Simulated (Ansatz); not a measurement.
Mulliken charges of `[OH][Mo](=[S])(=[S])[Cl]` from ωB97M-V/def2-TZVPP in Ansatz (PBE0-D4/def2-TZVP geometry).

| atom | x (Å) | y (Å) | z (Å) | charge (e) |
| --- | --- | --- | --- | --- |
| O1 | -0.785 | 0.578 | 1.155 | -0.444 |
| Mo2 | 0.307 | -0.128 | -0.164 | 0.861 |
| S3 | 1.793 | -1.288 | 0.744 | -0.207 |
| S4 | -0.808 | -1.348 | -1.445 | -0.196 |
| Cl5 | 1.275 | 1.492 | -1.373 | -0.234 |
| H6 | -1.739 | 0.631 | 1.038 | 0.219 |

Task: By hand: the dipole of these point charges (1 e Å = 4.8032 D).

Result: Σ q r = (-0.279, -0.047, 0.024) e Å, of length 0.284 e Å = 1.36 D.

Task: How does the dipole of the full density compare? (An estimate is asked.)

Result: The calculation gave: (-0.421, 0.092, 0.097) e Å, 2.12 D; the point charges give 0.64 times that, at 23° from its direction.

Point charges leave out the atoms' own dipoles, such as those of lone pairs, and Mulliken's split depends on the basis, so the two needn't agree.
